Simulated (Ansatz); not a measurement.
System: TaO₃, net charge 0, doublet state. The spin state was set by rule; other spins were not relaxed. 
Structure (B3LYP-D3(BJ)/def2-TZVP (Ansatz, a first-principles code) minimum search):
```
Ta
O 1 1.7587
O 1 1.7587 2 108.45
O 1 1.8945 2 104.53 3 111.09
```
Charge 0, spin multiplicity 2.

Dipole moments at this geometry, in debye (magnitudes).

| level | program | dipole (D) |
|---|---|---|
| SVWN5/def2-TZVPD | Ansatz | 5.64 |
| BLYP/def2-TZVPD | Ansatz | … |
| revPBE/def2-TZVPD | Ansatz | 5.72 |
| BHLYP/def2-TZVPD | Ansatz | 6.68 |
| CCSD(T)/def2-SVPD | Ansatz | … |

**Question.** Some entries are withheld; supply them.

**Answer.** 
- BLYP/def2-TZVPD, dipole (D): 5.71
- CCSD(T)/def2-SVPD, dipole (D): 6.27
